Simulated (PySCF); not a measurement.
## Polarisability and C₆ of C⁺ (carbon, charge +1)

[He] 2s2 2p1, 2P determinant. All numbers are calculated (PySCF 2.14, the non-relativistic Hamiltonian (point nucleus), in aug-cc-pVTZ). Coupled (time-dependent) response in atomic units; α is the mean over directions.

```csv
method,mean α (bohr³),"α xx, yy, zz",C₆ (like pair),S(−4)
UHF,6.305,"6.381, 6.154, 6.381",15.00,39.95
PBE,6.114,"6.154, 6.035, 6.154",14.77,28.38
PBE0,6.091,"6.147, 5.979, 6.147",14.65,28.78
M06-L,6.064,"6.105, 5.984, 6.105",14.84,26.87
wB97M-V,6.076,"6.164, 5.899, 6.164",14.58,27.03
```

S(−4) is the Cauchy moment in α(ω) = α(0) + S(−4) ω² + …

α(iu) at M06-L:

```
u (hartree)  α(iu) (bohr³)
          0          6.064
     0.0500          5.998
      0.100          5.811
      0.200          5.191
      0.300          4.455
      0.500          3.173
      0.750          2.131
       1.00          1.508
       1.50         0.8594
       2.00         0.5527
       3.00         0.2840
       5.00         0.1168
```

A single London oscillator, α(iu) = α/(1 + u²/ω²), gives C₆ = (3/4) ω α². Matching the computed C₆ needs ω = 4 × 14.84 / (3 × 6.064²) = 0.538 hartree.

For an ion, C₆ is the dispersion term alone; charge-induced terms of lower order in 1/R come first.

The components differ because the open shell of this determinant is not spherical; for a pure term their mean is the scalar polarisability.
